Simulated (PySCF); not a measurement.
How methods differ on the electron affinity of Ir

Ir⁻ [Xe] 4f14 5d8 6s2 (3F) → Ir [Xe] 4f14 5d7 6s2 (4F), as a difference of total energies. All numbers are calculated (PySCF 2.14, scalar relativity through the core potential, in aug-cc-pVTZ-PP with one added diffuse shell each of s, p, d, f, g type with ECP60MDF (7s7p6d4f3g, 113 functions)). Correlated levels: valence: 5s2 5p6 frozen. The calculations carry no spin-orbit coupling.

| method | electron affinity (eV) | difference from reference (eV) |
| --- | --- | --- |
| UHF | -0.003 | -1.567 |
| LDA | 2.213 | +0.649 |
| PBE | 1.974 | +0.410 |
| PBE0 | 1.681 | +0.117 |
| r2SCAN | 1.751 | +0.187 |
| B2PLYP | 1.685 | +0.121 |
| M06-2X | 1.530 | -0.034 |
| LC-wPBE | 1.417 | -0.147 |
| MP2 (valence) | 1.554 | -0.010 |
| SCS-MP2 (valence) | 1.551 | -0.013 |

Reference: 1.564 eV (measured; photodetachment measurements, as compiled on the Wikipedia data page of electron affinities).

The reference lies between the lowest fine-structure levels, while these numbers refer to the centres of the terms.

Errors of the correlated levels include the incompleteness of this basis and the frozen core.

A negative affinity means that the anion lies above the atom at that level of theory.

In the anion the highest occupied orbital energy is positive at LDA, PBE, PBE0, r2SCAN, a self-interaction effect; the basis confines that electron, and the energy difference can still be sensible.
